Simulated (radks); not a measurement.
Values are calculated unless marked as measured or tabulated.
Problem. Species: Rb IV. Configuration: [Ar] 3d10 4s2 4p4. Code: a radial shooting solver on a logarithmic mesh with Libxc functionals. Model: scalar-relativistic Kohn-Sham, r2SCAN, spin-polarised, spherical densities, finite nucleus; open shells are filled with parallel spins first (spin-orbit coupling, left out, can overturn this in heavy ions); meta-GGA in the generalised Kohn-Sham scheme; Fermi nuclear charge, rms radius 4.2036 fm. Some entries of the table are withheld. Estimate them.

orbital,occ.,eigenvalue (eV),r(max) (bohr)
1s up,1,-15107.50,0.02629
1s down,1,-15107.17,0.02629
2s up,1,-2059.476,0.1494
2s down,1,-2059.407,0.1494
2p up,3,-1827.650,0.1197
2p down,3,-1827.404,0.1197
3s up,1,-340.5895,0.4500
3s down,1,-340.3197,0.4502
3p up,3,(1),0.4459
3p down,3,(2),0.4462
3d up,5,-141.3587,0.3943
3d down,5,-140.9368,0.3944
4s up,1,-66.3699,1.240
4s down,1,-63.3550,1.238
4p up,3,-48.4126,1.371
4p down,1,-45.5065,1.369

Solution. 
(1) 3p up eigenvalue (eV): -265.3418
(2) 3p down eigenvalue (eV): -265.0092
